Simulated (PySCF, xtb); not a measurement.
AlCl2Br, SMILES [Cl][Al]([Br])[Cl].

Harmonic wavenumbers (cm⁻¹) from GFN2-xTB in xtb at its own minimum, in rising order: 103, 104, 202, 333, 562, 643.

Q: What does PBE0-D3(BJ)/def2-SVP in PySCF 2.14.0 give at its own minimum? (An estimate is asked for; the answer gives what the named calculation found.)

A: 122, 134, 193, 327, 577, 635. Paired by order, the mean absolute difference is 15 cm⁻¹ and the zero-point energies are 2.8 and 2.8 kcal/mol.
